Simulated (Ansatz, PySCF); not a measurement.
Lewis adduct: BH3 (SMILES B) (first 4 atoms) with CHN (SMILES C#N); geometry from B3LYP-D3(BJ)/def2-TZVP, rigid monomers moved along the line of their centres of mass till B1···N6 is 2.16 Å.
(charge 0, multiplicity 1):
```xyz
7

B     -0.097     0.048     0.770
H      0.666     0.927     0.451
H      0.204    -1.031     0.322
H     -1.256     0.333     0.591
C      0.233    -0.245     4.040
N      0.119    -0.143     2.909
H      0.339    -0.339     5.096
```

Counterpoise-corrected where a basis set is named; no monomer relaxation.

Correlated levels freeze the cores. CBS(a, b) extrapolates the correlation energy as X⁻³ and adds the Hartree–Fock energy of set b.

Codes used: Ansatz (a program for electronic structure); PySCF for the dispersion terms. Each number belongs to the level named beside it.

The comparison value is -71.8 kJ/mol (CCSD(T)/CBS(aug-cc-pVDZ, aug-cc-pVTZ)). It is a level with limits of its own, not the exact answer.

Problem. Order these levels by how close they come to the comparison value for the interaction energy, closest first: r2SCAN-D3(BJ)/def2-TZVPPD, B3LYP-D4/def2-TZVPPD, PBE0-D3(BJ)/def2-TZVPPD. Give each level's value less the comparison value.

Solution. B3LYP-D4/def2-TZVPPD (-1.5 kJ/mol), PBE0-D3(BJ)/def2-TZVPPD (-6.8 kJ/mol), r2SCAN-D3(BJ)/def2-TZVPPD (-7.6 kJ/mol)
